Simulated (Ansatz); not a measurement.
SnH2(NHEt)2 (C4H14N2Sn), 21 atoms. Hardware: 2 threads of AMD EPYC 7R13 on a shared host and a share (18 GiB) of an NVIDIA H100 80GB HBM3.

In the def2 sets Sn takes a core potential; there is no spin–orbit coupling.

How many basis functions does each of these Ansatz runs have, and roughly what does it cost? PBE0-D4/def2-TZVP, charge 0 triplet at the geometry of the charge 0 singlet, energy; HF/def2-TZVPD, charge 0 singlet, energy, from earlier orbitals; HSE06-D4/def2-TZVP, charge 0 singlet, energy, from earlier orbitals; r2SCAN-D4/def2-TZVP, charge 0 singlet, energy and forces, from earlier orbitals; PBE-D4/def2-TZVP, charge 0 triplet at the geometry of the charge 0 singlet, energy, from earlier orbitals; PBE-D4/def2-SVP, charge 0 singlet, energy, from earlier orbitals; PBE-D4/def2-TZVPD, charge -1 doublet at the geometry of the charge 0 singlet, energy, from earlier orbitals; HF/def2-TZVP, charge 0 singlet, energy, from earlier orbitals; BHLYP-D4/def2-TZVP, charge 0 singlet, energy, from earlier orbitals; HF/STO-3G, charge 0 singlet, energy; PBE0-D4/def2-TZVP, charge 1 doublet at the geometry of the charge 0 singlet, energy; PBE-D4/def2-TZVP, charge 0 singlet, energy, from earlier orbitals.

Other jobs shared the machine, so times can vary by a factor of up to 3.

| run | functions | fitting or Cholesky vectors | wall time | peak host memory (GiB) |
| --- | --- | --- | --- | --- |
| HF/STO-3G, charge 0 singlet, energy | 71 | 990 | 1.5 s | 0.76 |
| HF/def2-TZVPD, charge 0 singlet, energy, from earlier orbitals | 404 | 2674 | 1.7 s | 0.9 |
| PBE-D4/def2-TZVP, charge 0 singlet, energy, from earlier orbitals | 320 | 2034 | 1.8 s | 0.85 |
| HF/def2-TZVP, charge 0 singlet, energy, from earlier orbitals | 320 | 2440 | 1.8 s | 0.86 |
| PBE-D4/def2-SVP, charge 0 singlet, energy, from earlier orbitals | 180 | 2079 | 1.9 s | 0.83 |
| HSE06-D4/def2-TZVP, charge 0 singlet, energy, from earlier orbitals | 320 | 2107 | 2.1 s | 0.96 |
| BHLYP-D4/def2-TZVP, charge 0 singlet, energy, from earlier orbitals | 320 | 2322 | 2.3 s | 0.88 |
| r2SCAN-D4/def2-TZVP, charge 0 singlet, energy and forces, from earlier orbitals | 320 | 2034 | 2.6 s | 0.9 |
| PBE0-D4/def2-TZVP, charge 1 doublet at the geometry of the charge 0 singlet, energy | 320 | 2107 | 3.9 s | 0.95 |
| PBE0-D4/def2-TZVP, charge 0 triplet at the geometry of the charge 0 singlet, energy | 320 | 2107 | 4.6 s | 0.93 |
| PBE-D4/def2-TZVP, charge 0 triplet at the geometry of the charge 0 singlet, energy, from earlier orbitals | 320 | 2034 | 5.5 s | 0.98 |
| PBE-D4/def2-TZVPD, charge -1 doublet at the geometry of the charge 0 singlet, energy, from earlier orbitals | 404 | 2172 | 11 s | 1 |
